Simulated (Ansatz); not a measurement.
Breaking a bond: GaC (cation, charge +1), lowest singlet found (which spin is the ground state isn't settled by this scan).

FCI = Ansatz (a quantum-chemistry and plane-wave program) with full CI/aug-cc-pVDZ, cores with 3d frozen; UCCSDT(Q) = CCSDT(Q) on UHF/aug-cc-pVDZ, cores with 3d frozen run with Ansatz; RCCSD = CCSD on RHF/aug-cc-pVDZ, cores with 3d frozen in Ansatz; RCCSDT(Q) = CCSDT(Q) on RHF/aug-cc-pVDZ, cores with 3d frozen (Ansatz).

Energies are in kcal/mol, each relative to the lowest point of its own curve between 2.66 and 3.50 Å, where full CI is lowest.

```csv
R / Å,FCI,UCCSDT(Q),RCCSD,RCCSDT(Q)
2.66,0.5,…,0.7,0.5
2.89,0.0,0.0,0.0,0.0
3.14,1.1,…,1.1,1.1
3.50,3.6,1.8,3.6,3.7
3.90,6.1,…,6.2,6.4
4.38,8.3,…,8.5,8.7
4.91,9.7,…,10.2,10.2
5.76,10.8,5.5,11.5,11.4
6.68,11.4,…,12.2,12.0
```

Fill in the missing entries.


- 2.66, UCCSDT(Q): 0.3
- 3.14, UCCSDT(Q): 0.5
- 3.90, UCCSDT(Q): 3.1
- 4.38, UCCSDT(Q): 4.2
- 4.91, UCCSDT(Q): 4.9
- 6.68, UCCSDT(Q): 5.8

The scan ran from 1.43 to 6.68 Å; beyond the distances shown full CI changes its symmetry label. The unrestricted determinant behind UCCSDT(Q) is spin-contaminated at 2.66 to 6.68 Å (<S²> up to 1.0, against 0.00 for a pure singlet).
